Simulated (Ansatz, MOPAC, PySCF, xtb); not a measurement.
Torsion H3–S1–Sn2–H4 in H2SSn (SMILES [SH][SnH]); at each angle all else is relaxed with GFN2-xTB, and the levels are single points there.
Geometry at 180° (charge 0, multiplicity 1):
```json
[
 {"atom": "S", "x (Å)": "-1.1560", "y (Å)": "0.5376", "z (Å)": "0.4797"},
 {"atom": "Sn", "x (Å)": "1.0581", "y (Å)": "0.6178", "z (Å)": "-0.4707"},
 {"atom": "H", "x (Å)": "-1.6247", "y (Å)": "-0.4633", "z (Å)": "-0.2638"},
 {"atom": "H", "x (Å)": "1.5224", "y (Å)": "1.9913", "z (Å)": "0.6325"}
]
```

```
level                                energy at 90° less that at 180° (kJ/mol)  cost
-----------------------------------  ----------------------------------------  ----
GFN-FF                                                                   12.5     -
PM3                                                                      55.4     -
PM6                                                                      37.1     -
GFN2-xTB                                                                 19.3     -
HF/3-21G                                                                 46.5     -
HF/def2-SVP                                                              50.9     -
HF/def2-TZVPP                                                            49.8     -
HF/def2-QZVPP                                                            49.0     -
PBE/def2-TZVPP                                                           57.7    ×1
PBE-D4/def2-TZVPP                                                        57.8    ×1
BLYP-D4/def2-TZVPP                                                       57.2    ×1
B3LYP/3-21G                                                              56.8     -
PBE0/def2-TZVPP                                                          55.6    ×1
PBE0-D4/def2-TZVPP                                                       55.7    ×1
MP2/def2-SVP                                                             58.6     -
SCS-MP2/def2-SVP                                                         56.5     -
SCS-MP2/def2-QZVPP                                                       51.4     -
CCSD(T)/def2-TZVPP                                                       52.4    ×8
CCSD(T)/def2-QZVPP                                                       51.0  ×100
CCSD(T)/CBS(def2-TZVPP, def2-QZVPP)                                      50.7  ×100
```

The rows run from 12.5 (GFN-FF) to 58.6 kJ/mol (MP2/def2-SVP). From def2-TZVPP to def2-QZVPP CCSD(T) changes by -1.3. The dispersion term adds 0.1 in PBE-D4, 0.0 in PBE0-D4.

On the grid 0° to 330°, 90° is the highest and 180° the lowest point at CCSD(T)/CBS(def2-TZVPP, def2-QZVPP).

Correlated levels freeze the cores. Filled d and f shells under p-block atoms count as core. CBS(a, b) extrapolates the correlation energy as X⁻³ and adds the Hartree–Fock energy of set b. Rows in 3-21G carry no dispersion term and start afresh at each structure; the Pople sets are all-electron and without relativity. The state that PM3, PM6 reach isn't checked.

Programs: Ansatz (Gaussian basis) for Hartree–Fock, density functionals and correlated methods; MOPAC for PM3, PM6 (differences of heats of formation); PySCF for 3-21G rows, the dispersion terms; xtb for the GFN methods. Each number belongs to the level named beside it. In def2 rows elements past Kr take small-core potentials, without spin–orbit coupling.

Costs are rough ratios of core time to PBE/def2-TZVPP (about 1.5 s over the structures, on one shared machine); a dash marks a level with no comparable run of its own.

Ansatz is a first-principles code.
